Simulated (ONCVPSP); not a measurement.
What one change does to a pseudopotential (Si, ONCV)

| Property | Result |
| --- | --- |
| Element | Si (Z = 14) |
| Generator | ONCVPSP 4.0.1 |
| Type | optimised norm-conserving Vanderbilt (ONCV) |
| Functional | PBE |
| Relativity | scalar-relativistic |
| Frozen core | [He] |
| Valence charge | 12 |
| Reference configuration | 2s2 2p6 3s2 3p1 (charge +1) |
| Partial waves | 2s+3s: rc 0.95 bohr, ncon 4, nbas 7, qcut 16 1/bohr, 2 projectors; 2p+3p: rc 0.90 bohr, ncon 3, nbas 6, qcut 14.4 1/bohr, 2 projectors; d scattering state at 0.09 Ha: rc 0.85 bohr, ncon 3, nbas 6, qcut 10.5 1/bohr, 2 projectors, debl 2.2 Ha |
| Local potential | polynomial inside 0.80 bohr (lpopt 5, dvloc0 0 Ha) |
| Core correction | Teter function, fcfact 4.5, rcfact 1.65 |

Change: core correction Teter function, fcfact 4.5, rcfact 0.98.

Cutoffs: the cutoffs (Ha) at which the residual kinetic energy of the hardest occupied pseudo-wave falls to 1 and 0.1 mHa per electron; they do not see the model core or the augmentation charge, which bear on the density cutoff. Errors are all-electron minus pseudo energies relative to the spin-unpolarised reference configuration.

Predict the effect on cutoff, ghosts and configuration errors.

The potential gets neither clearly harder nor softer (85 Ha and 95 Ha → 85 Ha and 95 Ha); the errors of the 4 common tests hardly move; neither file shows a bound ghost. A model core, the more so a compact one, raises the density cutoff, which this test does not measure.

| quantity | base | changed |
| --- | --- | --- |
| cutoff, loose | 85 Ha | 85 Ha |
| cutoff, tight | 95 Ha | 95 Ha |
| bound ghosts | none | none |
| GHOST(+) flags under 300 eV | none | none |
| error for 2s2 2p6 3s2 3p2, meV [ΔE -7.74 eV] | +0.3 | +0.3 |
| error for 2s2 2p6 3s2 3p0, meV [ΔE 15.99 eV] | +0.9 | +0.9 |
| error for 2s2 2p6 3s1 3p0, meV [ΔE 49.96 eV] | -0.9 | -0.7 |
| error for 2s2 2p6 3s0 3p0, meV [ΔE 95.12 eV] | -9.2 | -8.2 |
| s: phases at 0.97 bohr within 0.05 rad from the reference energy up to (Ha; the scan ends near 5) | to the end of the scan | to the end of the scan |
| p: phases at 0.92 bohr within 0.05 rad from the reference energy up to (Ha; the scan ends near 5) | to the end of the scan | to the end of the scan |
| d: phases at 0.86 bohr within 0.05 rad from the reference energy up to (Ha; the scan ends near 5) | to the end of the scan | to the end of the scan |
| rms error of d²Exc/dni dnj with the model core, mHa | 2.33 | 1.62 |
